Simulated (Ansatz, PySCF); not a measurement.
System: germanium atom, Ge (charge 0, triplet).

Quantity: electron affinity to the quartet, in eV. Conventions: frozen cores in correlated levels (noble-gas shells and the d and f shells of earlier blocks); LANL2DZ with its own core potentials from Na on; non-relativistic; open shells spin-unrestricted; spin-orbit terms left out; each state is the SCF solution reached for its charge and spin; 6-31G* and kin with 6d, 5d where marked. Anions need diffuse functions, which STO-3G, LANL2DZ, def2-SVP, cc-pVDZ and Pople sets without + lack.

Measured values: pymatgen's periodic table; they hold spin-orbit and core effects. 

Value to compare with, the measured value: 1.23 eV.

```csv
level,program,electron affinity to the quartet (eV),error
HF/LANL2DZ,Ansatz,0.50,-0.73
HF/6-31G*,Ansatz,0.72,-0.51
PBE/LANL2DZ,Ansatz,1.01,-0.22
PBE/6-31G*,Ansatz,1.14,-0.09
B3LYP/3-21G,Ansatz,0.72,-0.51
B3LYP/LANL2DZ,Ansatz,0.84,-0.39
B3LYP/6-31G*,Ansatz,1.04,-0.19
M06-2X/LANL2DZ,PySCF,0.76,-0.47
MP2/6-31G*,Ansatz,0.97,-0.26
PBE0/def2-TZVPD,Ansatz,1.01,-0.22
```

0 of the 9 habitual levels lie above the measured value; their mean absolute error is 0.37 eV, the median 0.39.

The levels are drawn from those run, B3LYP/6-31G* more often than the rest, none by its result; runs whose electronic state is in doubt are left out.

Ansatz is a quantum-chemistry and plane-wave program.
